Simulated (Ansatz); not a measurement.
```yaml
crystal:
  periodic: [false, false, false]
  atoms:
    - {symbol: C, position_ang: [0.670489, -2.127411, 0.460302]}
    - {symbol: C, position_ang: [0.443167, -0.606686, 0.166898]}
    - {symbol: C, position_ang: [1.076663, 0.481323, 0.612831]}
    - {symbol: C, position_ang: [0.792166, 1.766051, 0.259213]}
    - {symbol: C, position_ang: [-0.670738, 1.816752, -0.461416]}
    - {symbol: F, position_ang: [-1.211191, 3.145950, -0.613348]}
    - {symbol: C, position_ang: [-1.494828, 0.732416, -0.752420]}
    - {symbol: C, position_ang: [-1.006695, -0.409931, -0.441897]}
    - {symbol: H, position_ang: [0.275163, -2.382141, 1.319599]}
    - {symbol: H, position_ang: [1.644826, -2.085083, 0.354282]}
    - {symbol: H, position_ang: [0.352494, -2.803396, -0.315158]}
    - {symbol: H, position_ang: [1.839541, 0.507218, 0.962850]}
    - {symbol: H, position_ang: [1.291376, 2.522051, 0.460090]}
    - {symbol: H, position_ang: [-2.282984, 0.920397, -1.427985]}
    - {symbol: H, position_ang: [-1.708825, -1.357473, -0.775907]}
basis:
  gaussian: {orbitals: "6-31++G**"}
hamiltonian: {xc: {name: PBE0}, dispersion: d4}
output: {forces: true}
```

```sh
$ ansatz run in.yaml --threads 2 --pin off --events-out ev --progress --plain --max-ram 32768MiB --backend cpu
```

Output, abridged:

```
Functional definition: PBE0
1724 factors; integrals over basis functions are off by at most 1.2e-3 eV
mean field evaluation 1: about -10057.9101 eV, gradient 7.6e1 eV
mean field evaluation 2: about -10049.3540 eV, gradient 9.4e1 eV
mean field evaluation 4: about -10072.2063 eV, gradient 8.2e0 eV
mean field evaluation 8: about -10072.7399 eV, gradient 1.3e0 eV
mean field evaluation 16: about -10072.7444 eV, gradient 4.3e-4 eV
mean field -10072.74437487 eV, -370.1665282251 hartree, gradient 4.4e-5 eV, S^2 0.000000; 0 other end points of the search recorded, 0 dependent functions left out
reference -10072.74444841 eV, -370.1665309278 hartree; 29, 29 occupied and 165, 165 virtual orbitals, 1724 factors
Total energy: -10073.06859235 eV, -370.1784429977 hartree
Atom 0 at     0.670489    -2.127411     0.460302 Å, force    -1.353931     3.892918    -4.491711 eV/Å
Atom 1 at     0.443167    -0.606686     0.166898 Å, force    -8.135034    -3.592057    -1.658273 eV/Å
Atom 2 at     1.076663     0.481323     0.612831 Å, force   -13.171765     0.907518    -7.573802 eV/Å
Atom 3 at     0.792166     1.766051     0.259213 Å, force   -12.591978    -6.612742    -5.156198 eV/Å
Atom 4 at    -0.670738     1.816752    -0.461416 Å, force     4.049159     3.975418     2.840913 eV/Å
Atom 5 at    -1.211191     3.145950    -0.613348 Å, force     1.041415    -2.581483    -0.211165 eV/Å
Atom 6 at    -1.494828     0.732416    -0.752420 Å, force     0.318811     6.204128    -1.095945 eV/Å
Atom 7 at    -1.006695    -0.409931    -0.441897 Å, force     3.942273    -8.289871     1.323668 eV/Å
Atom 8 at     0.275163    -2.382141     1.319599 Å, force    -1.608705    -1.464446     4.815225 eV/Å
Atom 9 at     1.644826    -2.085083     0.354282 Å, force     5.606147    -1.116877     0.602383 eV/Å
Atom 10 at     0.352494    -2.803396    -0.315158 Å, force    -0.671241     0.107471    -0.560494 eV/Å
Atom 11 at     1.839541     0.507218     0.962850 Å, force    17.117723    -1.005570     8.361561 eV/Å
Atom 12 at     1.291376     2.522051     0.460090 Å, force     4.569572     7.431288     1.884884 eV/Å
Atom 13 at    -2.282984     0.920397    -1.427985 Å, force    -1.489573     0.082173    -0.177324 eV/Å
Atom 14 at    -1.708825    -1.357473    -0.775907 Å, force     2.377129     2.062131     1.096278 eV/Å
Dipole moment:     0.188617    -0.467945     0.044922 e Å
```

Run time 6.5 s (2 threads of an AMD EPYC 7R13 on a shared host); peak host memory 0.61 GiB.
